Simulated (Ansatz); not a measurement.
The cluster Sn4O4. Charge 0, multiplicity 3. Geometry PBE-D4/def2-SVP, that of the neutral singlet; atoms count from 1.

```tsv
atom	x (Å)	y (Å)	z (Å)
Sn1	2.006	-0.089	0.211
Sn2	-0.884	-0.579	1.721
Sn3	-0.547	1.895	-0.434
Sn4	-0.575	-1.226	-1.498
O5	0.494	1.054	1.287
O6	-1.724	0.077	-0.181
O7	0.470	-1.628	0.373
O8	0.760	0.497	-1.479
```

In the def2 sets Sn takes a core potential; there is no spin–orbit coupling. At PBE0-D4/def2-SVP a singlet of charge 0 lies 3.60 eV below the triplet at the same geometry. The structure comes from a short search, and lower isomers may exist.

Question: Estimate the Mulliken populations from the PBE0/def2-SVP orbitals of Ansatz.

Answer: 
```csv
atom,charge (e),spin (α − β)
Sn1,0.77,0.06
Sn2,0.77,0.06
Sn3,0.59,1.06
Sn4,0.65,0.33
O5,-0.72,0.12
O6,-0.66,0.17
O7,-0.74,0.03
O8,-0.66,0.17
```
Mulliken values and Mayer orders depend strongly on the basis.

Question: Where does the spin sit?

Answer: Summed by element: Sn 1.51, O 0.49, of 2 unpaired in all. Largest on single atoms: Sn3 1.06, Sn4 0.33, O6 0.17.

Question: And the Mayer bond orders between bonded heavy atoms (over 0.3)?

Answer: Sn1–O5 0.57 (2.18 Å); Sn1–O7 0.61 (2.18 Å); Sn1–O8 0.56 (2.18 Å); Sn2–O5 0.57 (2.18 Å); Sn2–O6 0.56 (2.18 Å); Sn2–O7 0.61 (2.18 Å); Sn3–Sn4 0.33 (3.30 Å); Sn3–O5 0.63 (2.18 Å); Sn3–O6 0.59 (2.18 Å); Sn3–O8 0.59 (2.18 Å); Sn4–O6 0.58 (2.18 Å); Sn4–O7 0.60 (2.18 Å); Sn4–O8 0.58 (2.18 Å).
